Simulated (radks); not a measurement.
Polarisability of the germanium ion Ge+, [Ar] 3d10 4s2 4p1, at imaginary frequency. Method: scalar-relativistic Kohn-Sham, LDA (Slater exchange, VWN5 correlation), spin-polarised, spherical densities, finite nucleus; open shells are filled with parallel spins first; Fermi nuclear charge, rms radius 4.0742 fm; computed with a radial shooting solver on a logarithmic mesh with Libxc functionals. Response by self-consistent Sternheimer equations with the Hartree and adiabatic LDA kernel, the relativistic mass of each level held fixed and spin-orbit coupling left out.

| w (hartree) | alpha1(iw) (bohr^3) |
|---|---|
| 0.00266 | 18.18 |
| 0.0143 | 18.16 |
| 0.0360 | 18.02 |
| 0.0697 | 17.58 |
| 0.118 | 16.58 |
| 0.186 | 14.74 |
| 0.280 | 12.04 |
| 0.413 | 8.886 |
| 0.605 | 5.934 |
| 0.892 | 3.653 |
| 1.35 | 2.122 |
| 2.12 | 1.171 |
| 3.59 | 0.5920 |
| 6.94 | 0.2415 |
| 17.5 | 0.05734 |

Static values: alpha1 = 18.18 bohr^3 (2.695 angstrom^3; uncoupled 28.67). C6 = 103.7, triple-dipole C9 = 1349 atomic units. One-pole (London) frequency 4 C6 / (3 alpha1^2) = 0.418 hartree, against 0.434 for minus the highest occupied eigenvalue.
